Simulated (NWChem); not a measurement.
C3H5Cl; SMILES C(/Cl)=C/C

Question: Give the equilibrium geometry at PBE-D3(BJ)/def2-SVP (NWChem) as a list of bonds and angles, with the point group.

Answer: point group Cs; any orientation.
Bond lengths (Å): C1–C2 1.495, C1–H5 1.106, C1–H6 1.111, C1–H7 1.111, C2–C3 1.346, C2–H8 1.104, C3–Cl4 1.744, C3–H9 1.100. Angles (°): C2–C1–H5 111.4, C2–C1–H6 111.0, C2–C1–H7 111.0, H5–C1–H6 108.5, H5–C1–H7 108.5, H6–C1–H7 106.3, C1–C2–C3 127.1, C1–C2–H8 117.7, C3–C2–H8 115.2, C2–C3–Cl4 124.1, C2–C3–H9 123.0, Cl4–C3–H9 112.9.
